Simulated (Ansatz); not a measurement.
`FC(F)(F)c1ccc(-c2ccc(-c3ccc(-c4ccc(-c5ccc(-c6ccc(C(F)(F)F)s6)s5)s4)s3)s2)s1` with charge +1. Charge 1, multiplicity 2. Geometry PBE-D4/def2-SVP, that of the neutral singlet; atoms count from 1.

Cartesian coordinates in Å:
```
F -5.993 10.771 -3.366
C -6.832 9.707 -3.294
F -7.910 10.080 -2.569
F -7.251 9.460 -4.560
C -6.173 8.513 -2.677
C -6.561 7.838 -1.533
C -5.710 6.745 -1.227
C -4.668 6.586 -2.142
C -3.614 5.599 -2.161
C -2.566 5.446 -3.070
C -1.715 4.359 -2.771
C -2.092 3.654 -1.624
C -1.470 2.505 -1.020
C -1.851 1.782 0.113
C -0.987 0.704 0.412
C 0.076 0.575 -0.486
C 1.149 -0.383 -0.503
C 2.230 -0.476 -1.385
C 3.100 -1.552 -1.103
C 2.708 -2.309 0.005
C 3.367 -3.461 0.566
C 4.654 -3.934 0.292
C 4.987 -5.103 1.011
C 3.969 -5.551 1.854
C 3.951 -6.698 2.730
C 2.921 -7.175 3.542
C 3.271 -8.346 4.262
C 4.565 -8.764 4.003
C 5.268 -9.953 4.580
F 6.379 -9.599 5.275
F 4.451 -10.624 5.423
F 5.675 -10.820 3.619
S 5.368 -7.719 2.869
S 2.574 -4.497 1.734
S 1.237 -1.658 0.698
S -0.013 1.821 -1.716
S -3.530 4.366 -0.919
S -4.753 7.809 -3.392
H -7.437 8.135 -0.941
H -5.846 6.084 -0.360
H -2.427 6.113 -3.932
H -0.838 4.083 -3.374
H -2.739 2.038 0.707
H -1.125 0.027 1.267
H 2.373 0.225 -2.219
H 3.990 -1.792 -1.699
H 5.336 -3.427 -0.403
H 5.955 -5.617 0.928
H 1.939 -6.686 3.605
H 2.606 -8.880 4.952
```

Single mean-field runs in def2-SVP are fitted with def2-universal-jkfit.

(1) Estimate the Mulliken populations of the heavy atoms from the PBE0/def2-SVP orbitals of Ansatz.

(2) Where does the spin sit?

(3) And the Mayer bond orders between heavy atoms (over 0.3, the first 40 of 43)?

Results:

(1) 
```
atom  charge (e)  spin (α − β)
  F1       -0.18          0.00
  C2        0.68          0.00
  F3       -0.18          0.00
  F4       -0.18          0.00
  C5       -0.29          0.08
  C6        0.04         -0.04
  C7       -0.01          0.08
  C8       -0.10         -0.04
  C9       -0.05          0.14
 C10       -0.01         -0.03
 C11        0.01          0.10
 C12       -0.08          0.00
 C13       -0.06          0.12
 C14        0.00          0.02
 C15        0.00          0.07
 C16       -0.07          0.07
 C17       -0.07          0.07
 C18        0.00          0.06
 C19        0.01          0.03
 C20       -0.07          0.12
 C21       -0.09          0.00
 C22        0.02          0.10
 C23       -0.01         -0.04
 C24       -0.05          0.14
 C25       -0.10         -0.04
 C26       -0.01          0.08
 C27        0.04         -0.04
 C28       -0.29          0.09
 C29        0.68          0.00
 F30       -0.18          0.00
 F31       -0.18          0.00
 F32       -0.18          0.00
 S33        0.22          0.00
 S34        0.18         -0.02
 S35        0.19         -0.04
 S36        0.18         -0.04
 S37        0.18         -0.02
 S38        0.22          0.00
```
Mulliken values depend strongly on the basis.

(2) Summed by element: F 0.01, C 1.13, S -0.11, H -0.02, of 1 unpaired in all. Largest on single atoms: C24 0.14, C9 0.14, C13 0.12.

(3) F1–C2 1.13 (1.36 Å); C2–F3 1.12 (1.35 Å); C2–F4 1.13 (1.36 Å); C2–C5 0.96 (1.50 Å); C5–C6 1.53 (1.38 Å); C5–S38 1.17 (1.74 Å); C6–C7 1.30 (1.42 Å); C7–C8 1.45 (1.40 Å); C8–C9 1.21 (1.44 Å); C8–S38 1.14 (1.75 Å); C9–C10 1.41 (1.40 Å); C9–S37 1.15 (1.75 Å); C10–C11 1.37 (1.41 Å); C11–C12 1.39 (1.40 Å); C12–C13 1.26 (1.44 Å); C12–S37 1.11 (1.75 Å); C13–C14 1.37 (1.40 Å); C13–S36 1.13 (1.75 Å); C14–C15 1.40 (1.41 Å); C15–C16 1.36 (1.40 Å); C16–C17 1.28 (1.44 Å); C16–S36 1.12 (1.75 Å); C17–C18 1.36 (1.40 Å); C17–S35 1.11 (1.75 Å); C18–C19 1.40 (1.41 Å); C19–C20 1.38 (1.40 Å); C20–C21 1.22 (1.44 Å); C20–S35 1.13 (1.75 Å); C21–C22 1.40 (1.40 Å); C21–S34 1.11 (1.75 Å); C22–C23 1.36 (1.41 Å); C23–C24 1.41 (1.40 Å); C24–C25 1.21 (1.44 Å); C24–S34 1.14 (1.75 Å); C25–C26 1.45 (1.40 Å); C25–S33 1.14 (1.75 Å); C26–C27 1.30 (1.42 Å); C27–C28 1.53 (1.38 Å); C28–C29 0.96 (1.50 Å); C28–S33 1.17 (1.74 Å).
